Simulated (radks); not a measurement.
Task: The mean radii <r> (bohr) of the occupied orbitals of an atom or ion are listed with their occupations. All-electron calculation, non-relativistic Kohn-Sham, PBE, spin-polarised, spherical densities, point nucleus. Program: a radial shooting solver on a logarithmic mesh with Libxc functionals.

| orbital | occ. | <r> |
|---|---|---|
| 1s | 2 | 0.01823 |
| 2s | 2 | 0.07646 |
| 2p | 6 | 0.06455 |
| 3s | 2 | 0.1880 |
| 3p | 6 | 0.1784 |
| 3d | 10 | 0.1549 |
| 4s | 2 | 0.3611 |

Name the element and its charge. Open shells, if any, are filled with parallel spins first.

Result: Z = 83, bismuth, charge +53: Bi53+ in [Ar] 3d10 4s2. The 1s radius gives Z: for a bare nucleus <r> = 1.5/Z, 0.01807 bohr for Z = 83, and screening makes it slightly larger (0.01823 here). The occupations add up to 30, and the charge is Z minus that.
